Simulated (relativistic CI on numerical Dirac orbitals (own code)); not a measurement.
**Line list: Forbidden lines, Au⁵¹⁺**

These numbers are calculated, not measured: Dirac-Coulomb-Breit CI, orbitals from a KLI potential per configuration, QED by a radiative potential, unscaled Slater integrals (own radial code, finite nucleus).

Configurations in the expansion (outside the closed core [Ne]): 3s2 3p6 3d10, 3s2 3p6 3d9 4s, 3s2 3p6 3d9 4p, 3s2 3p6 3d9 4d, 3s2 3p5 3d10 4s, 3s2 3p6 3d9 4f, 3s2 3p5 3d10 4p, 3s2 3p6 3d8 4s2, 3s2 3p5 3d10 4d, 3s2 3p6 3d8 4s 4p, 3s 3p6 3d10 4s, 3s2 3p6 3d9 5s, 3s2 3p5 3d10 4f, 3s2 3p6 3d8 4p2, 3s2 3p6 3d8 4s 4d, 3s2 3p6 3d9 5p. Levels of other configurations are missing.

| λ vac (Å) | Lower | Upper | Type | A (s⁻¹) | E lower (10³ cm⁻¹) | E upper (10³ cm⁻¹) |
| --- | --- | --- | --- | --- | --- | --- |
| 3.6161 | 3s2 3p6 3d10 1S_0 [1] | 3s2 3p5 3d10 4f 3F_2 [109] | E2 | 6.95e+11 | 0.0 | 27653.9 |
| 4.1146 | 3s2 3p6 3d10 1S_0 [1] | 3s2 3p5 3d10 4f 1D_2 [83] | E2 | 9.80e+11 | 0.0 | 24303.8 |
| 5.1622 | 3s2 3p6 3d10 1S_0 [1] | 3s2 3p6 3d9 4d 3D_2 [35] | E2 | 1.12e+10 | 0.0 | 19371.7 |
| 5.2221 | 3s2 3p6 3d10 1S_0 [1] | 3s2 3p6 3d9 4d 3F_2 [31] | E2 | 2.99e+10 | 0.0 | 19149.4 |
| 5.3617 | 3s2 3p6 3d10 1S_0 [1] | 3s2 3p6 3d9 4d 1D_2 [25] | E2 | 4.39e+10 | 0.0 | 18650.7 |
| 6.2040 | 3s2 3p6 3d9 4s 3D_3 [2] | 3s2 3p6 3d8 4s2 3P_1 [123] | E2 | 9.25e+09 | 14987.1 | 31105.6 |
| 6.2123 | 3s2 3p6 3d9 4s 1D_2 [3] | 3s2 3p6 3d8 4s2 1G_4 [122] | E2 | 7.34e+09 | 15003.9 | 31100.9 |
| 6.2223 | 3s2 3p6 3d9 4s 3D_3 [2] | 3s2 3p6 3d8 4s2 3P_2 [117] | E2 | 8.17e+09 | 14987.1 | 31058.3 |
| 6.2287 | 3s2 3p6 3d9 4p 3F°_3 [7] | 3s2 3p6 3d8 4s 4p 3H°_5 [140] | E2 | 8.29e+09 | 15875.4 | 31930.2 |
| 6.2413 | 3s2 3p6 3d9 4s 3D_2 [5] | 3s2 3p6 3d8 4s2 3F_2 [130] | E2 | 1.41e+10 | 15734.8 | 31757.1 |
| 6.2499 | 3s2 3p6 3d9 4p 3D°_3 [13] | 3s2 3p6 3d8 4s 4p 3G°_5 [192] | E2 | 4.78e+09 | 17084.2 | 33084.3 |
| 6.2504 | 3s2 3p6 3d9 4p 3F°_4 [10] | 3s2 3p6 3d8 4s 4p 3H°_6 [186] | E2 | 8.16e+09 | 17038.1 | 33037.2 |
| 6.2559 | 3s2 3p6 3d9 4s 3D_3 [2] | 3s2 3p6 3d8 4s2 3F_3 [115] | E2 | 5.67e+09 | 14987.1 | 30972.0 |
| 6.2625 | 3s2 3p6 3d9 4s 1D_2 [3] | 3s2 3p6 3d8 4s2 3F_3 [115] | E2 | 3.96e+09 | 15003.9 | 30972.0 |
| 6.2965 | 3s2 3p6 3d9 4p 3F°_4 [10] | 3s2 3p6 3d8 4s 4p 5G°_5 [178] | E2 | 5.62e+09 | 17038.1 | 32920.0 |
| 6.3553 | 3s2 3p6 3d10 1S_0 [1] | 3s2 3p6 3d9 4s 3D_2 [5] | E2 | 7.84e+09 | 0.0 | 15734.8 |
| 6.5078 | 3s2 3p6 3d9 4s 3D_2 [5] | 3s2 3p6 3d8 4s2 1G_4 [122] | E2 | 9.42e+09 | 15734.8 | 31100.9 |
| 6.5215 | 3s2 3p6 3d9 4s 3D_1 [4] | 3s2 3p6 3d8 4s2 3P_2 [117] | E2 | 7.04e+09 | 15724.3 | 31058.3 |
| 6.5225 | 3s2 3p6 3d9 4s 1D_2 [3] | 3s2 3p6 3d8 4s2 1D_2 [113] | E2 | 1.46e+10 | 15003.9 | 30335.5 |
| 6.5341 | 3s2 3p6 3d9 4p 3P°_2 [6] | 3s2 3p6 3d8 4s 4p 3D°_1 [125] | E2 | 1.05e+10 | 15865.8 | 31170.2 |
| 6.5369 | 3s2 3p6 3d9 4p 3F°_3 [7] | 3s2 3p6 3d8 4s 4p 3F°_2 [126] | E2 | 1.08e+10 | 15875.4 | 31173.2 |
| 6.5406 | 3s2 3p6 3d9 4p 3F°_3 [7] | 3s2 3p6 3d8 4s 4p 3D°_3 [124] | E2 | 4.96e+09 | 15875.4 | 31164.4 |
| 6.5512 | 3s2 3p6 3d9 4s 3D_3 [2] | 3s2 3p6 3d8 4s2 3F_4 [112] | E2 | 1.26e+10 | 14987.1 | 30251.4 |
| 6.5585 | 3s2 3p6 3d9 4s 1D_2 [3] | 3s2 3p6 3d8 4s2 3F_4 [112] | E2 | 5.08e+09 | 15003.9 | 30251.4 |
| 6.5629 | 3s2 3p6 3d9 4s 3D_2 [5] | 3s2 3p6 3d8 4s2 3F_3 [115] | E2 | 5.11e+09 | 15734.8 | 30972.0 |
| 6.5663 | 3s2 3p6 3d9 4p 3P°_2 [6] | 3s2 3p6 3d8 4s 4p 3D°_3 [121] | E2 | 1.50e+10 | 15865.8 | 31095.0 |
| 6.5664 | 3s2 3p6 3d9 4p 3P°_2 [6] | 3s2 3p6 3d8 4s 4p 3D°_2 [120] | E2 | 6.74e+09 | 15865.8 | 31094.8 |
| 6.5735 | 3s2 3p6 3d9 4p 3F°_3 [7] | 3s2 3p6 3d8 4s 4p 3G°_4 [119] | E2 | 1.34e+10 | 15875.4 | 31087.9 |
| 6.5895 | 3s2 3p6 3d9 4p 3F°_4 [10] | 3s2 3p6 3d8 4s 4p 5F°_5 [150] | E2 | 6.23e+09 | 17038.1 | 32213.8 |
| 6.6649 | 3s2 3p6 3d10 1S_0 [1] | 3s2 3p6 3d9 4s 1D_2 [3] | E2 | 1.05e+10 | 0.0 | 15003.9 |

Terms are leading LS components. Brackets give the number of a level in order of energy, since labels repeat. The list gives strong lines, with weight on those to low levels, among the lowest 200 of 455 levels, so that lines to higher ones, which can be the strongest, are missing. Levels whose partners in the same complex of configurations lie outside the list can be far off, and so can their lines. Rates are taken at the computed energies, electric ones in the length gauge.

At this charge energies of transitions that change n are usually good to better than 1 %, and those within a shell (Δn = 0) to a few per cent.

LS names give the leading component of a level, which can be under half, so a name can repeat, a term be missing and a line seem to break the LS rules.
